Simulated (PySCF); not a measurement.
# Mayer bond orders and bond lengths

Compound: C4H9ClO2SSi.
Atom-mapped SMILES: `[CH2:1]=[CH:2][C@@H:3]([SiH3:4])[CH2:5][S:6](=[O:7])(=[O:8])[Cl:9]` (hydrogens: H10, H11 on C1; H12 on C2; H13 on C3; H14, H15, H16 on Si4; H17, H18 on C5)

Structure used (PBE0-D3(BJ)/def2-SVP), in Å, numbered top down from 1:
```xyz
18
C4H9ClO2SSi angstrom
C     -2.4730   -1.3062    0.3932
C     -1.5493   -0.3785    0.6503
C     -0.3154   -0.1401   -0.1698
Si    -0.4902    1.5606   -1.0518
C      0.9054   -0.3090    0.7350
S      2.4285   -0.0744   -0.1754
O      2.4911   -1.0263   -1.2634
O      2.6574    1.3410   -0.3888
Cl     3.7984   -0.7004    1.2813
H     -2.3787   -1.9879   -0.4583
H     -3.3614   -1.4095    1.0207
H     -1.6864    0.2836    1.5159
H     -0.2608   -0.8992   -0.9688
H     -1.8615    1.5914   -1.6383
H     -0.3581    2.6476   -0.0362
H      0.5188    1.7177   -2.1352
H      0.9444    0.4257    1.5534
H      0.9666   -1.3248    1.1531
```

Bond orders from the PBE0/pcSseg-1 density (PySCF). One conformer (not necessarily the lowest) at the PBE0-D3(BJ)/def2-SVP geometry, without solvent, vibrations or thermal averaging.

Q: How far do the computed orders between heavy atoms stray from the drawn ones?

A: The largest departure is 0.275, at S6–O8 (drawn double, 1.725). Drawn single, order below 0.88: C3–Si4 (0.825), C5–S6 (0.859) and S6–Cl9 (0.817).

Q: Give the Mayer order of every bond, beside its length.

A: 
| bond | drawn as | length (Å) | Mayer order |
| --- | --- | --- | --- |
| C1–C2 | double | 1.334 | 1.983 |
| C2–C3 | single | 1.501 | 1.004 |
| C3–Si4 | single | 1.924 | 0.825 |
| C3–C5 | single | 1.529 | 0.978 |
| C5–S6 | single | 1.790 | 0.859 |
| S6–O7 | double | 1.447 | 1.745 |
| S6–O8 | double | 1.450 | 1.725 |
| S6–Cl9 | single | 2.095 | 0.817 |
| C1–H10 | single | 1.095 | 0.954 |
| C1–H11 | single | 1.093 | 0.947 |
| C2–H12 | single | 1.098 | 0.946 |
| C3–H13 | single | 1.103 | 0.928 |
| Si4–H14 | single | 1.492 | 0.936 |
| Si4–H15 | single | 1.493 | 0.945 |
| Si4–H16 | single | 1.489 | 0.942 |
| C5–H17 | single | 1.101 | 0.915 |
| C5–H18 | single | 1.100 | 0.912 |

Bonds between the same two heavy elements. C–C: lowest C3–C5 (0.978, 1.529 Å), highest C1–C2 (1.983, 1.334 Å). O–S: lowest S6–O8 (1.725, 1.450 Å), highest S6–O7 (1.745, 1.447 Å).

Q: Sum the orders of all bonds at each heavy atom with more than one neighbour and set the sums beside the valence in the SMILES.

A: C1 3.884 (drawn 4), C2 3.933 (drawn 4), C3 3.735 (drawn 4), Si4 3.648 (drawn 4), C5 3.664 (drawn 4), S6 5.146 (drawn 6). Orders between atoms that aren't bonded are not in these sums.

For a closed shell the Mayer order of atoms A and B is Σ (PS)μν (PS)νμ over the basis functions μ on A and ν on B, with P the density and S the overlap matrix.
